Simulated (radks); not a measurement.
Neutral mercury, configuration [Hg] (the NIST ground configuration).

Method: scalar-relativistic Kohn-Sham, r2SCAN, spin-unpolarised, spherical densities, finite nucleus; meta-GGA in the generalised Kohn-Sham scheme; Fermi nuclear charge, rms radius 5.4648 fm; computed with a radial shooting solver on a logarithmic mesh with Libxc functionals.

Energy parts (eV):
| part | energy |
|---|---|
| total | -533894.01 |
| kinetic | 599006.80 |
| electron-nucleus | -1329797.83 |
| Hartree | 206990.04 |
| exchange-correlation | -10093.02 |

Orbitals (lengths in bohr, moments of r in powers of bohr; r(max) is where P^2 peaks):
| orbital | occ. | eigenvalue (eV) | r(max) | <r^4> | <r^2> | <r> |
|---|---|---|---|---|---|---|
| 1s | 2 | -83239.81 | 0.01022 | 3.999e-07 | 0.0003810 | 0.01659 |
| 2s | 2 | -14782.12 | 0.05913 | 0.00005828 | 0.005796 | 0.06992 |
| 2p | 6 | -12746.91 | 0.04906 | 0.00004767 | 0.004899 | 0.06329 |
| 3s | 2 | -3519.175 | 0.1666 | 0.002095 | 0.03728 | 0.1805 |
| 3p | 6 | -2928.550 | 0.1662 | 0.002318 | 0.03844 | 0.1820 |
| 3d | 10 | -2305.221 | 0.1356 | 0.001786 | 0.03189 | 0.1651 |
| 4s | 2 | -780.4308 | 0.3757 | 0.04656 | 0.1797 | 0.3992 |
| 4p | 6 | -585.9591 | 0.3956 | 0.06226 | 0.2053 | 0.4251 |
| 4d | 10 | -353.8275 | 0.4028 | 0.08560 | 0.2326 | 0.4488 |
| 4f | 14 | -96.9816 | 0.3676 | 0.1601 | 0.2811 | 0.4826 |
| 5s | 2 | -120.5354 | 0.8286 | 1.228 | 0.9188 | 0.9050 |
| 5p | 6 | -68.3438 | 0.9283 | 2.290 | 1.228 | 1.042 |
| 5d | 10 | -10.2384 | 1.161 | 14.07 | 2.668 | 1.494 |
| 6s | 2 | -7.0380 | 2.206 | 111.3 | 8.197 | 2.672 |

The highest occupied level is 6s at -7.038 eV. Summed over all electrons, <r^2> = 60.79 bohr^2, which gives a Langevin (diamagnetic) susceptibility term of -48.2 x 10^-6 cm^3/mol. The electron density at the nucleus is 2.5e+06 e/bohr^3 (large components only).
